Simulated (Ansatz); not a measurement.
Relaxation of AlClFGeH3 (7 atoms, charge 0, multiplicity 1), to a largest force component of 0.02 eV/Å in at most 50 steps.

These are results of RKS r2SCANh/def2-SVP (Ansatz), not measurements.

```xyz
7
Properties=species:S:1:pos:R:3:forces:R:3
F 1.789 -0.505 2.083 -2.14 -0.91 -2.64
Al 0.671 -0.915 0.690 2.03 -0.82 2.14
Cl 0.436 -3.030 0.086 0.25 1.54 0.58
Ge -0.468 0.828 -0.532 -1.59 -0.15 0.29
H 0.469 1.812 -1.163 0.37 0.44 -0.21
H -1.487 1.582 0.444 0.69 -0.38 -0.59
H -1.349 0.161 -1.653 0.40 0.28 0.43
```

Question: Where does it end, and by what steps?

Answer: It converged. After 6 steps the energy has fallen by 0.535 eV; F1 moved furthest, 0.19 Å.

| step | energy less start (eV) | largest force component (eV/Å) | accepted |
| --- | --- | --- | --- |
| 0 | 0.0000 | 2.641 | yes |
| 1 | -0.4217 | 1.680 | yes |
| 2 | -0.5083 | 0.819 | yes |
| 3 | -0.5315 | 0.177 | yes |
| 4 | -0.5341 | 0.102 | yes |
| 5 | -0.5348 | 0.024 | yes |
| 6 | -0.5350 | 0.011 | yes |

```xyz
7
Properties=species:S:1:pos:R:3
F 1.688 -0.560 1.935
Al 0.681 -0.953 0.675
Cl 0.530 -2.993 0.227
Ge -0.511 0.806 -0.524
H 0.475 1.821 -1.118
H -1.441 1.574 0.425
H -1.359 0.236 -1.667
```

Whether the end is a true minimum wasn't checked by a vibrational analysis.

Run time: 35 s on 2 threads of Arm Neoverse V1, on a shared host, peak memory 0.24 GiB.
